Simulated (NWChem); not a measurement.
System: CH₄BFO; SMILES COBF

NWChem input:

```
start job
memory heap 200 mb stack 900 mb global 1100 mb
geometry units angstroms noautoz
  B     -0.647278    -0.746909     0.000000
  H     -1.701889    -1.345232     0.000000
  F      0.509087    -1.431184     0.000000
  O     -0.661220     0.603071     0.000000
  C      0.523974     1.393838     0.000000
  H      1.442257     0.772209     0.000000
  H      0.522877     2.043217    -0.898876
  H      0.522877     2.043217     0.898876
end
basis spherical
  * library 6-31g*
end
dft
  xc b3lyp
  iterations 150
end
tddft
  cis
  nroots 6
end
task tddft energy
```

All runs use the structure optimised with PBE-D3(BJ)/def2-SVP.

Vertical excitations in the gas phase.

### Question
What results follow from this input? (B3LYP/6-31G* (spherical d), TDA.) Quantities: lowest excitation, singlet (eV); oscillator strength of that lowest state; lowest state with f > 0.02, singlet (eV); oscillator strength of that bright state; lowest triplet (eV); orbital gap (eV).

### Answer
| Property | Value |
|---|---|
| lowest excitation, singlet (eV) | 8.47 |
| oscillator strength of that lowest state | 0.008 |
| lowest state with f > 0.02, singlet (eV) | 8.96 |
| oscillator strength of that bright state | 0.033 |
| lowest triplet (eV) | 7.32 |
| orbital gap (eV) | 9.53 |
